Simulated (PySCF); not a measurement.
Correlation energy of As(2+) (arsenic, charge +2)

[Ar] 3d10 4s2 5s1, 2S determinant (an excited configuration). All numbers are calculated (PySCF 2.14, a scalar-relativistic core potential, in aug-cc-pVTZ-PP with ECP10MDF (6s5p4d2f, 55 functions)). Frozen: 3s2 3p6 3d10; 3 electrons correlated.

```
  level  correlation energy (mhartree)
   CCSD                         -55.84
    (T)                          -1.13
CCSD(T)                         -56.97
  CCSDT                         -57.30
```

Diagnostics: T1 = 0.010, D1 = 0.0241, largest double amplitude 0.154.

The outer electron is Rydberg-like, and this basis confines it to a smaller radius and binds it less than a complete one would. A double-excitation amplitude exceeds 0.15, a sign of near-degeneracy.

Cost of the coupled-cluster step: about 2.2 core-seconds, for 3 correlated electrons.
